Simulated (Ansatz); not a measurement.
A structure relaxed at PBE-D4/def2-SVP in Ansatz, charge 0, singlet:

```csv
atom,x (Å),y (Å),z (Å)
Cr1,0.599,0.444,-0.126
Pb2,-0.859,-2.855,0.932
Pb3,-0.470,0.562,-3.050
Pb4,0.667,3.020,-0.995
Pb5,-2.489,-1.297,-1.367
Pb6,0.501,-2.366,-1.957
Pb7,-2.619,-0.263,1.681
Pb8,0.289,-0.676,3.022
Pb9,2.671,0.069,-1.847
Pb10,2.250,-2.038,0.786
Pb11,-0.687,2.286,2.034
Pb12,2.523,1.246,1.621
Pb13,-2.376,1.869,-0.735
```

Q: Give its formula.

A: the cluster CrPb₁₂.

Q: Summarise the bond lengths by kind (pairs closer than 1.2 times the sum of covalent radii, bridged metal pairs left out).

A: 27 × Pb–Pb 3.22 to 3.40 Å; 9 × Cr–Pb 2.72 to 3.36 Å. The metal has 9 neighbours: Pb 3.12 Å, Pb 2.72 Å, Pb 3.35 Å, Pb 3.36 Å, Pb 2.72 Å, Pb 3.12 Å, Pb 3.12 Å, Pb 2.72 Å, Pb 3.35 Å.

In the def2 sets Pb takes a core potential; there is no spin–orbit coupling. The restricted singlet is unstable: a solution with broken spin symmetry lies lower. The structure comes from a short search, and lower isomers may exist.
